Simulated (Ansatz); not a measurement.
Coupled-cluster run, C$_{2}$H$_{7}$B$_{2}$N, SMILES `B/C=C(/B)N`.

```yaml
crystal:
  periodic: [false, false, false]
  atoms:
    - {symbol: B, position_ang: [-1.396026, 1.431278, 0.419210]}
    - {symbol: C, position_ang: [-0.929809, 0.003473, 0.259563]}
    - {symbol: C, position_ang: [0.303540, -0.377083, -0.239538]}
    - {symbol: B, position_ang: [0.786080, -1.781960, 0.196959]}
    - {symbol: N, position_ang: [1.126123, 0.450567, -0.907809]}
    - {symbol: H, position_ang: [-2.485489, 1.686675, 0.844094]}
    - {symbol: H, position_ang: [-0.674046, 2.354754, 0.140367]}
    - {symbol: H, position_ang: [-1.545364, -0.821295, 0.606813]}
    - {symbol: H, position_ang: [1.936716, -1.953381, 0.484414]}
    - {symbol: H, position_ang: [-0.000333, -2.671269, 0.298624]}
    - {symbol: H, position_ang: [2.091993, 0.207891, -1.031788]}
    - {symbol: H, position_ang: [0.863615, 1.415249, -1.036713]}
basis:
  gaussian: {orbitals: def2-TZVPP}
correlation: {method: ccsd_t}
```

```sh
$ ansatz run in.yaml --threads 4 --pin off --events-out ev --progress --plain --max-ram 10444MiB
```

Output of Ansatz, abridged:

```
Functional definition: HF
1489 factors; integrals over basis functions are off by at most 1.1e-3 eV
mean field evaluation 1: about -4993.4522 eV, gradient 3.6e1 eV
mean field evaluation 2: about -4993.6481 eV, gradient 3.6e1 eV
mean field evaluation 4: about -4997.3305 eV, gradient 4.2e0 eV
mean field evaluation 8: about -4997.3948 eV, gradient 2.4e-1 eV
mean field -4997.39547275 eV, -183.6508962673 hartree, gradient 8.9e-6 eV, S^2 0.000000; 0 other end points of the search recorded, 0 dependent functions left out
5 core orbitals not correlated: weight in the atoms' cores, before any rotation towards them, 1.000 or more for the frozen orbitals, at most 0.000 for the correlated occupied ones
reference -4997.39547275 eV, -183.6508962673 hartree; 13, 13 occupied and 235, 235 virtual orbitals, 1489 factors
second order -19.96239175 eV of doubles, -0.00000000 eV of singles
cycle   1  -20.52130281 eV  change   -5.6e-1 eV  update   1.0e-1
cycle   2  -21.05895249 eV  change   -5.4e-1 eV  update   3.1e-2
cycle   3  -21.18271939 eV  change   -1.2e-1 eV  update   1.8e-2
cycle   4  -21.17120443 eV  change    1.2e-2 eV  update   5.2e-3
cycle   5  -21.16931220 eV  change    1.9e-3 eV  update   3.0e-3
cycle   6  -21.16982993 eV  change   -5.2e-4 eV  update   1.0e-3
cycle   7  -21.16950439 eV  change    3.3e-4 eV  update   4.6e-4
cycle   8  -21.16951541 eV  change   -1.1e-5 eV  update   1.7e-4
cycle   9  -21.16958338 eV  change   -6.8e-5 eV  update   8.0e-5
cycle  10  -21.16955325 eV  change    3.0e-5 eV  update   3.5e-5
cycle  11  -21.16955948 eV  change   -6.2e-6 eV  update   1.8e-5
perturbative correction -0.93568354 eV, -0.0343857358 hartree
Total energy: -5019.50071577 eV, -184.4632489646 hartree
```

Hardware: 4 threads of an Arm Neoverse V1 on a shared host. Wall time 2.1 min, peak host memory 5.8 GiB.

MP2 recovers 90.3 % of the CCSD(T) correlation energy and the triples give 4.2 %; T1 = 0.0142.
